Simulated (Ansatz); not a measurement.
`F[CH2][Zn][F]` + CH₃SH → `C[S][Zn][F]` + fluoromethane  (ligand exchange at a Zn–C bond)

Program: Ansatz. Geometries: PBE0-D4/def2-TZVP. ΔE: electronic, gas phase. CCSD(T)/CBS adds triple-zeta CCSD(T) − MP2 to the extrapolated MP2 energy (def2 sets, frozen cores). This one scheme is used for every species. Functionals use def2-TZVPP. For Zn outer-core shells are correlated without core-valence functions, which leaves a few kJ/mol of doubt a bond. Scalar relativity is left out up to krypton. Each species was taken in one conformer, which may not be the lowest.

```
             level  ΔE (kcal/mol)
            B97M-V          -25.4
               PBE          -23.4
           r2SCANh          -25.9
       HF/def2-SVP          -30.7
    MP2/def2-TZVPP          -26.1
SCS-MP2/def2-TZVPP          -25.9
      HF/CBS(def2)          -30.6
     MP2/CBS(def2)          -27.7
```

Task: What does CCSD(T)/CBS give? (An estimate is asked.)

Result: Computed: -26.9 kcal/mol. The listed levels differ from it by 1.5, 3.5, 1.0, -3.8, 0.8, 1.0, -3.7, -0.8 kcal/mol.

Task: What do rigid-rotor, harmonic-oscillator terms from PBE0-D4/def2-TZVP frequencies (298.15 K, 1 bar) make of the CCSD(T)/CBS value? (Estimate.)

Result: Ansatz gave: ΔZPE = +1.9 kcal/mol, ΔH = -24.8 kcal/mol, ΔS = -6 J/(mol·K), ΔG = -24.4 kcal/mol.

Largest T1 diagnostic among the species: 0.016.

Leaving LDA and LC-ωPBE aside and taking each functional with its dispersion term where it has one, the values, not all of them listed here, spread over 4.0 kcal/mol, from BHLYP-D4 to BLYP-D4. LDA lies +0.9 kcal/mol from PBE without D4. From r2SCAN to r2SCAN0 (25 % exact exchange), in def2-TZVPP and without D4, ΔE moves by −1.4 kcal/mol. In def2-TZVPP, CCSD(T) changes the Hartree–Fock value by +4.8 kcal/mol (the triples alone add +0.3 kcal/mol) and MP2 by +4.0 kcal/mol.
